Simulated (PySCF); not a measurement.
Cd(NH2)2 (CdH4N2), SMILES [NH2][Cd][NH2]. Geometry: PBE0-D3(BJ)/def2-TZVP. The def2 effective core potentials stand for the cores of Cd; spin–orbit coupling is left out. Other conformers were not sampled.

Computed equilibrium geometry at PBE0-D3(BJ)/def2-TZVP (PySCF confirms it by a frequency run) as a Z-matrix, and its point group (one conformer of several):
point group C2.
```
Cd
N 1 2.0050
H 2 1.0128 1 113.12
H 2 1.0131 3 106.59 1 124.93
N 1 2.0050 2 173.47 3 -164.05
H 5 1.0128 1 113.12 2 -164.05
H 5 1.0131 6 106.59 1 124.93
```
